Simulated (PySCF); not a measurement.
## BI at LDA

Computed with LDA; B cc-pVDZ, I cc-pVDZ-PP with ECP28; scalar-relativistic core potentials (PySCF 2.14).

* state: ¹Σ⁺ (singlet), closed shell
* bond length: 2.140 Å
* harmonic wavenumber: 585 cm⁻¹
* force constant: 2.04 mdyn/Å
* rotational constant Be: 0.3634 cm⁻¹
* anharmonicity ωexe: 2.68 cm⁻¹
* vibration–rotation constant αe: 0.00266 cm⁻¹
* well depth De to B + I: 4.58 eV
* dissociation energy D0: 4.54 eV
* HOMO–LUMO gap: 2.77 eV
* bond order (Mayer): 1.58
* dipole moment (positive dipole means B(−)I(+)): 1.48 D

These are scalar-relativistic numbers at best; spin–orbit coupling would shift them, the dissociation energy most.
